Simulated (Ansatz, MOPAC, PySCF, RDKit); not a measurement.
Torsion H3–Si1–P2–H6 in silylphosphine (SMILES [SiH3]P); at each angle all else is relaxed with GFN2-xTB, and the levels are single points there.
Geometry at 40° (charge 0, multiplicity 1):
```csv
atom,x (Å),y (Å),z (Å)
Si,-0.8288,0.0655,-0.0314
P,1.4067,0.0500,-0.0743
H,-1.4281,-0.9035,-0.9523
H,-1.2474,1.4149,-0.4080
H,-1.2339,-0.2460,1.3384
H,1.5175,-0.0995,-1.4446
H,1.5348,-1.3102,0.1413
```

| level | energy at 100° less that at 40° (kJ/mol) | cost |
|---|---|---|
| MMFF94 | 4.8 | - |
| PM3 | 1.1 | - |
| PM7 | 13.0 | - |
| HF/cc-pV(T+d)Z | 6.2 | - |
| PBE-D4/def2-TZVPP | 5.7 | ×1 |
| BLYP-D3(BJ)/def2-TZVPP | 5.7 | ×1 |
| BLYP-D4/def2-TZVPP | 5.7 | ×1 |
| r2SCAN-D3(BJ)/def2-TZVPP | 6.1 | ×2 |
| r2SCAN-D4/def2-TZVPP | 6.1 | ×2 |
| B3LYP/3-21G | 4.8 | - |
| B3LYP/6-31G* | 5.8 | - |
| B3LYP-D4/def2-TZVPP | 5.8 | ×1 |
| PBE0-D3(BJ)/def2-TZVPP | 5.8 | ×2 |
| M06-2X/def2-TZVPP | 5.7 | - |
| wB97X-V/def2-TZVPP | 5.8 | ×3 |
| MP2/cc-pV(T+d)Z | 6.3 | - |
| SCS-MP2/cc-pV(T+d)Z | 6.1 | - |
| CCSD/cc-pV(D+d)Z | 6.1 | - |
| CCSD/cc-pV(T+d)Z | 5.8 | - |
| CCSD(T)/cc-pV(T+d)Z | 5.9 | ×10 |

The rows run from 1.1 (PM3) to 13.0 kJ/mol (PM7). In cc-pV(T+d)Z the value moves HF 6.2, MP2 6.3, CCSD 5.8, CCSD(T) 5.9, a shift of -0.3 from HF to CCSD(T).

On the grid 0° to 120°, 100° is the highest and 40° the lowest point at wB97M-V/def2-TZVPP.

Correlated levels freeze the cores. Rows in 3-21G, 6-31G* carry no dispersion term and start afresh at each structure (6-31G* with six Cartesian d functions). The state that PM3, PM7 reach isn't checked; PM7 holds dispersion and hydrogen-bond terms.

Programs: Ansatz (Gaussian orbitals); MOPAC for PM3, PM7 (differences of heats of formation); PySCF for 3-21G rows, 6-31G* rows, M06-2X, the dispersion terms; RDKit for the force fields. 

Costs are rough ratios of core time to PBE/def2-TZVPP (about 3.0 s over the structures, on one shared machine); a dash marks a level with no comparable run of its own.

Ansatz is a program for electronic structure.
